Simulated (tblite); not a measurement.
Species: C7H10FP.
Z-matrix (Å and degrees, GFN2-xTB geometry), rows numbered from 1:
```
F 
C   1  1.3440
C   2  1.3250  1  123.74
C   3  1.4944  2  115.12  1   179.32
C   4  1.5376  3  108.02  2    12.28
P   2  1.8334  1  119.73  3   179.76
C   6  1.8450  2   96.44  1   -89.63
C   7  1.5025  6  117.98  2   100.05
C   8  1.4916  7   60.27  6   107.48
H   3  1.0783  2  124.10  1     0.41
H   4  1.0942  3  109.31  2  -108.66
H   4  1.0921  3  110.67  2   133.71
H   5  1.0905  4  112.55  3  -141.16
H   5  1.0930  4  109.97  3    99.10
H   7  1.0858  6  115.08  2   -45.70
H   8  1.0803  7  117.98  9  -107.99
H   8  1.0797  7  118.12  9   108.93
H   9  1.0799  7  118.13  8  -108.86
H   9  1.0803  7  118.00  8   107.80
```

Calculated harmonic vibrations of the isolated species, GFN2-xTB (tblite), most abundant isotopes, no scaling. This tight-binding method is rough: wavenumbers can miss measured ones by several per cent, in bad cases by 10 to 20. One conformer, not necessarily the lowest.

Harmonic wavenumbers (cm⁻¹): 31.8, 73.0, 112.0, 177.5, 240.8, 253.0, 281.6, 336.7, 449.8, 470.4, 616.8, 641.8, 663.2, 713.9, 783.5, 801.7, 805.6, 834.1, 940.3, 956.0, 962.1, 988.8, 1027.4, 1065.9, 1070.6, 1076.4, 1083.5, 1112.3, 1136.3, 1149.2, 1171.8, 1205.6, 1215.9, 1251.7, 1295.9, 1324.2, 1434.8, 1444.9, 1477.3, 1478.9, 1679.4, 2933.5, 2957.8, 2973.1, 2985.5, 2994.8, 3079.5, 3080.7, 3084.1, 3096.2, 3100.0.

A = 2060, B = 1148, C = 878.7 MHz; mass 144.050 u (most abundant isotopes); point group C1, symmetry number 1.

Task: Zero-point energy?

Result: Half the sum of the wavenumbers: 33061 cm⁻¹ = 395.50 kJ/mol.

Task: Give the ideal-gas entropy at 350 K and 1 bar in the rigid-rotor, harmonic-oscillator model (classical rotation).

Result: Translation 174.17, rotation 125.12, vibration 132.86: S = 432.2 J/(mol K).

Task: And Cp and H(350 K) − H(0)?

Result: Cp = 178.51 J/(mol K), of which vibrations give 145.25 (their classical limit is 51 R = 424.0); H(350 K) − H(0) = 35.90 kJ/mol without the zero-point energy, 24.26 from vibrations.

Task: What must be added to the electronic energy to get the Gibbs energy at 350 K and 1 bar?

Result: ZPE + [H(350 K) − H(0)] − T·S = 395.50 + 35.90 − 151.25 = 280.15 kJ/mol.

Task: Which modes carry the vibrational entropy at 350 K?

Result: 31.8 cm⁻¹: 25.24; 73.0 cm⁻¹: 18.35; 112.0 cm⁻¹: 14.84; 177.5 cm⁻¹: 11.12; 240.8 cm⁻¹: 8.73; 253.0 cm⁻¹: 8.35 J/(mol K); the other 45 give 46.23 together.

Task: How do the functions run with temperature in this model?

Result: 
```csv
T (K),S (J/(mol K)),Cp (J/(mol K)),H − H(0) (kJ/mol),G − H(0) (kJ/mol),ln q(vib)
100,292.0,72.4,5.25,-23.95,1.82
200,353.5,110.0,14.33,-56.37,4.14
300,406.5,155.3,27.55,-94.39,6.46
500,506.4,238.5,67.39,-185.81,11.27
800,636.8,314.7,151.51,-357.92,18.51
1000,710.6,346.5,217.80,-492.82,23.08
```

q(vib) and H(0) count from the zero-point level.

Hindered rotation and anharmonicity are outside this model. Other conformers, if any are populated, would add a mixing term that is left out. The structure is chiral; the term R ln 2 for an equal mix with its mirror image is left out.
